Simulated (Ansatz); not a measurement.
[InCl4]- (InCl4⁻). Total charge -1; singlet. Geometry PBE-D4/def2-SVPD, basis def2-TZVPD, Ansatz.

Cartesian coordinates in Å:
```
In -0.0001 0.0001 0.0000
Cl 1.0857 -0.5457 -2.1073
Cl -2.1421 1.0641 -0.4431
Cl 1.4127 1.5191 1.2704
Cl -0.3562 -2.0376 1.2801
```

```csv
run,HOMO (eV),LUMO (eV)
A,-3.27,0.82
B,-4.30,1.32
C,-4.84,1.61
D,-7.30,3.39
E,-3.38,0.88
F,-6.10,2.39
```

In the def2 sets In takes a core potential; there is no spin–orbit coupling.

Q: The runs used BHLYP, BLYP, PBE0, r2SCANh, revPBE, ωB97X-V. Estimate which is which.

A: A BLYP (0 % exact exchange); B r2SCANh (10 % exact exchange); C PBE0 (25 % exact exchange); D ωB97X-V (range-separated); E revPBE (0 % exact exchange); F BHLYP (50 % exact exchange). Exact exchange lowers occupied and raises empty levels; among semilocal functionals meta-GGAs tend to open the gap a little, and such runs are hard to tell apart. The gap grows from 4.09 eV (BLYP) to 10.69 eV (ωB97X-V).
